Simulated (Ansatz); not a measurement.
NiS₂⁺. The state is a doublet with charge 1. Geometry PBE0-D4/def2-TZVP, that of the neutral singlet.

```xyz
3

Ni    0.300    0.327   -1.157
S    -0.803   -0.852    0.215
S     0.503    0.524    0.943
```

At r2SCAN-D4/def2-TZVP, PBE0-D4/def2-TZVP the charge 1 doublet is spin-contaminated (final ⟨S²⟩ up to 1.22, 0.75 for a pure state). The structure comes from a short search, and lower isomers may exist.

Problem. Estimate the α-spin orbital energies around the gap (eV) in Ansatz with PBE-D4/def2-TZVP, r2SCAN-D4/def2-TZVP, PBE0-D4/def2-TZVP.

Solution. 
```
orbital  PBE-D4/def2-TZVP  r2SCAN-D4/def2-TZVP  PBE0-D4/def2-TZVP
 HOMO−5            -14.31               -14.42             -15.44
 HOMO−4            -12.88               -13.24             -15.09
 HOMO−3            -12.70               -13.11             -14.91
 HOMO−2            -11.94               -12.35             -14.23
 HOMO−1            -11.85               -12.19             -13.61
   HOMO            -11.44               -11.73             -12.92
   LUMO            -11.12               -10.93              -9.34
 LUMO+1             -8.67                -8.30              -7.68
 LUMO+2             -7.77                -7.48              -6.50
 LUMO+3             -4.77                -4.46              -3.83
 LUMO+4             -3.39                -2.88              -2.39
 LUMO+5             -2.82                -2.24              -1.77
 β HOMO            -11.71               -12.08             -13.85
 β LUMO            -10.96               -10.78              -9.90
```
